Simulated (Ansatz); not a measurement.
The lowest singlet and triplet of Cl2Ge (SMILES [Cl][Ge][Cl]); geometries from B3LYP-D3(BJ)/def2-TZVP, each state relaxed from the structure named, with no frequency check.
Singlet (charge 0, multiplicity 1):
```xyz
3

Cl    -1.6938    -0.6851     0.0000
Ge    -0.0005     0.7267     0.0000
Cl     1.6948    -0.6828     0.0000
```

A positive gap puts the triplet lower; no zero-point energy. U- takes an unrestricted singlet (broken symmetry where lower, unprojected). The triplet is unrestricted in single-reference levels. Active spaces average the two states.

Frozen-core correlation. Filled d and f shells under p-block atoms count as core.

Programs: Ansatz (Gaussian orbitals). Each number belongs to the level named beside it.

### Question
What is the computed gap E(singlet) − E(triplet), vertical, at the singlet's geometry (SA-CASSCF(2,2)/def2-SVP)?

### Answer
-58.3 kcal/mol

### Question
Estimate the gap E(singlet) − E(triplet), vertical, at the singlet's geometry that FIC-MRCISD+Q on SA-CASSCF(2,2)/def2-QZVPP returns for this input.

### Answer
-64.3 kcal/mol

### Question
What is the computed gap E(singlet) − E(triplet), vertical, at the singlet's geometry (U-MP2/def2-SVP)?

### Answer
-60.8 kcal/mol

Ansatz is a first-principles code.
